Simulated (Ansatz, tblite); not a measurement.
Removing an electron: OsO4. Charge 0, multiplicity 1. Geometry: PBE0-D4/def2-SVP. Ansatz, gas phase; energy differences of separate SCF runs; the oxidised species was run as a doublet alone.

```xyz
5

Os    0.0000    0.0000    0.0000
O    -1.4585    0.7675    0.3852
O     1.2938    0.9193    0.5880
O     0.1321   -0.1496   -1.6807
O     0.0326   -1.5372    0.7076
```

In the def2 sets Os takes a core potential; there is no spin–orbit coupling. The xTB rows come from tblite. HOMO above LUMO, or a gap near zero within one spin, warns that the state may not be the lowest or that an electron is smeared out.

| level | −HOMO (eV) | vertical IE (eV) | −LUMO (eV) | HOMO–LUMO gap (eV) | remarks |
| --- | --- | --- | --- | --- | --- |
| GFN1-xTB | 15.51 | 19.17 | 10.99 | 4.53 | – |
| GFN2-xTB | 14.60 | 18.14 | 11.69 | 2.91 | – |
| PBE-D4/def2-TZVP | 8.95 | 12.38 | 4.73 | 4.22 | gap within one spin near zero (+1 doublet) |
| r2SCAN-D4/def2-TZVP | 9.35 | 12.55 | 4.84 | 4.51 | restricted SCF unstable in HF (singlet) |
| B97M-V/def2-TZVP | 9.39 | 12.53 | 4.79 | 4.60 | restricted SCF unstable in HF (singlet) |
| PBE0-D4/def2-TZVP | 10.56 | 12.65 | 4.22 | 6.34 | restricted SCF unstable in HF (singlet), spin-contaminated (⟨S²⟩ 0.85) (+1 doublet) |
| CAM-B3LYP-D4/def2-TZVP | 11.98 | 12.82 | 3.23 | 8.75 | restricted SCF unstable in HF (singlet), spin-contaminated (⟨S²⟩ 0.87) (+1 doublet) |
| ωB97M-V/def2-TZVP | 12.83 | 12.72 | 2.12 | 10.71 | restricted SCF unstable in HF (singlet), spin-contaminated (⟨S²⟩ 0.87) (+1 doublet) |

Relaxing the oxidised species (PBE0-D4/def2-SVP) changes its energy by -0.26 eV at PBE0-D4/def2-TZVP, so the adiabatic ionisation energy to this nearest minimum is 12.39 eV. At PBE-D4/def2-TZVP it is 12.28 eV. The relaxed charge 1 doublet is spin-contaminated (final ⟨S²⟩ up to 0.90, 0.75 for a pure state).  Run but left out: HF/def2-TZVP (singlet: restricted singlet, unstable towards broken spin symmetry); BHLYP-D4/def2-TZVP (singlet: restricted singlet, unstable in another Hartree–Fock run and untested here).  Raw xTB energy differences between charge states are shifted by several eV; the methods need an empirical correction for them.
